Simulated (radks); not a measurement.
The numbers below are computed, except where a source is named.
Question: Species: Ne. Configuration: [Ne]. Level of theory: scalar-relativistic Kohn-Sham, PBE, spin-polarised, spherical densities, point nucleus; hard spherical wall at 6 bohr (a radial shooting solver on a logarithmic mesh with Libxc functionals). Some entries of the table are withheld. Estimate them.

orbital  occ.  eigenvalue (hartree)  <r^2> (bohr^2)
1s          2             -30.53038         0.03366
2s          2                   (1)             (2)
2p          6              -0.48914             (3)
3s          0               0.09082             (4)
3p          0                   (5)             (6)
3d          0               0.36089           14.33

Answer: 
(1) 2s eigenvalue (hartree): -1.33700
(2) 2s <r^2> (bohr^2): 0.9831
(3) 2p <r^2> (bohr^2): 1.293
(4) 3s <r^2> (bohr^2): 11.82
(5) 3p eigenvalue (hartree): 0.21602
(6) 3p <r^2> (bohr^2): 13.24
